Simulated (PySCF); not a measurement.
**Broadened absorption spectrum of C3H10SSi**

Species: C₃H₁₀SSi.
Atom-mapped SMILES: `[CH3:1][CH:2]([CH3:3])[S:4][SiH3:5]` (hydrogens: H6, H7, H8 on C1; H9 on C2; H10, H11, H12 on C3; H13, H14, H15 on Si5)

Computed, not measured: PySCF 2.14.0, density-fitted response routines, TDDFT CAM-B3LYP/def2-SVPD, vertical, gas phase, core orbitals frozen in the response. Geometry: PBE0-D3(BJ)/def2-SVP, one conformer, isolated molecule. Torsions of this conformer, `[CH3:1][CH:2]([CH3:3])[S:4][SiH3:5]`: C1–C2–S4–Si5 164°.

Computed states:

```tsv
state	E (eV)	f
S1	5.66	0.0055
S2	6.19	0.016
S3	6.76	0.0048
S4	7.08	0.0004
S5	7.29	0.0092
S6	7.42	0.031
```

Broadening: Gaussians 0.3 eV wide at half height, area fixed by f = 4.319×10⁻⁹ ∫ε dν̃. The cross-section is σ = 3.8235×10⁻²¹ ε cm², given in Mb (10⁻¹⁸ cm²). The width is an assumption, not a result. The curve ends short of the highest state used, and states not computed would add to its high-energy end.

(1) What does the envelope look like, and where are its maxima?

(2) Coming from long wavelengths, where does ε first pass 100 L mol⁻¹ cm⁻¹?

(3) On this curve, what absorbance would a 10⁻⁵ mol/L sample give at 193 nm over a 1 cm path?

Results:

(1) 
```tsv
E (eV)	σ (Mb)
5.21	0.00
5.28	0.02
5.35	0.10
5.42	0.33
5.49	0.79
5.56	1.41
5.63	1.85
5.70	1.80
5.77	1.31
5.84	0.81
5.91	0.75
5.98	1.48
6.05	3.01
6.12	4.74
6.19	5.55
6.26	4.80
6.33	3.08
6.40	1.48
6.47	0.62
6.54	0.48
6.61	0.82
6.68	1.33
6.75	1.64
6.82	1.51
```

Maxima: 219 nm (5.66 eV), ε about 500, made up of S1 (100%); 200 nm (6.19 eV), ε about 1500, made up of S2 (100%); 183 nm (6.76 eV), ε about 430, made up of S3 (99%) (ε in L mol⁻¹ cm⁻¹; maxima over ε = 5, shares over 10%).

(2) At about 228 nm (5.43 eV), 0.23 eV below S1.

(3) 193 nm is 6.424 eV, where ε is about 290 L mol⁻¹ cm⁻¹, so A = ε c l ≈ 0.0029 (Beer–Lambert, with the gas-phase spectrum and the assumed width).

Cost: about 70 s of CPU time on one thread; the machine was shared, so the figure is rough.
